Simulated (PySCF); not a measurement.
Molfile (atoms numbered from 1):
```
C8H8FP
     RDKit          3D

 18 19  0  0  0  0  0  0  0  0999 V2000
    2.8261    2.5188   -0.4542 F   0  0  0  0  0  0  0  0  0  0  0  0
    2.1375    1.4063   -0.1788 C   0  0  0  0  0  0  0  0  0  0  0  0
    2.8641    0.3211    0.2839 C   0  0  0  0  0  0  0  0  0  0  0  0
    2.2469   -0.8847    0.6050 C   0  0  0  0  0  0  0  0  0  0  0  0
    0.8746   -1.0925    0.4869 C   0  0  0  0  0  0  0  0  0  0  0  0
   -0.0380   -0.1346    0.0395 C   0  0  0  0  0  0  0  0  0  0  0  0
   -1.4711   -0.5237   -0.0433 C   0  0  0  0  0  0  0  0  0  0  0  0
   -2.3120   -0.1656   -1.2492 C   0  0  0  0  0  0  0  0  0  0  0  0
   -2.5856    0.4865    0.0609 C   0  0  0  0  0  0  0  0  0  0  0  0
    0.4139    1.4954   -0.4383 P   0  0  0  0  0  0  0  0  0  0  0  0
    3.9457    0.4413    0.3917 H   0  0  0  0  0  0  0  0  0  0  0  0
    2.8699   -1.7062    0.9670 H   0  0  0  0  0  0  0  0  0  0  0  0
    0.4818   -2.0765    0.7637 H   0  0  0  0  0  0  0  0  0  0  0  0
   -1.6759   -1.5040    0.3984 H   0  0  0  0  0  0  0  0  0  0  0  0
   -1.8199    0.4292   -2.0251 H   0  0  0  0  0  0  0  0  0  0  0  0
   -3.0106   -0.9179   -1.6249 H   0  0  0  0  0  0  0  0  0  0  0  0
   -3.4783    0.1938    0.6199 H   0  0  0  0  0  0  0  0  0  0  0  0
   -2.2958    1.5347    0.1853 H   0  0  0  0  0  0  0  0  0  0  0  0
  1  2  1  0
  2  3  1  0
  3  4  2  0
  4  5  1  0
  5  6  2  0
  6  7  1  0
  7  8  1  0
  8  9  1  0
  6 10  1  0
 10  2  2  0
  9  7  1  0
  3 11  1  0
  4 12  1  0
  5 13  1  0
  7 14  1  0
  8 15  1  0
  8 16  1  0
  9 17  1  0
  9 18  1  0
M  END
```

Geometry: PBE0-D3(BJ)/def2-SVP; GIAO absolute shieldings from PySCF 2.14.0 with density-fitted response routines, gas phase, non-relativistic, averaged over equivalent atoms.

At PBE0/pcSseg-1 (217 basis functions, 39 s wall time on 1 thread of an Arm Neoverse V2, shared host):
```csv
atoms,σ (ppm)
F1,252.3
C2,-24.9
C6,-8.1
C4,48.0
C5,50.2
C3,59.9
C7,159.6
C8/C9,163.1
P10,157.9
H13,23.71
H12,23.82
H11,23.93
H14,29.41
H16/H17,29.89
H15/H18,30.27
```

Problem. What do these become at HF/pcSseg-1?

Solution. 
```
  atoms  σ at HF/pcSseg-1  change
     F1             315.1   +62.8
     C2             -22.6    +2.3
     C6             -11.4    -3.3
     C4              48.6    +0.6
     C5              55.6    +5.4
     C3              64.0    +4.1
     C7             174.6   +15.0
  C8/C9             175.8   +12.7
    P10             178.8   +20.9
    H13             24.00   +0.29
    H12             23.93   +0.11
    H11             24.10   +0.17
    H14             30.07   +0.66
H16/H17             30.45   +0.56
H15/H18             30.76   +0.49
```

The largest change is at F1 (aryl fluorine). Cost: 217 basis functions, 17 s wall time on 1 thread of an Arm Neoverse V2, shared host. The order of the carbon signals is the same at both levels.
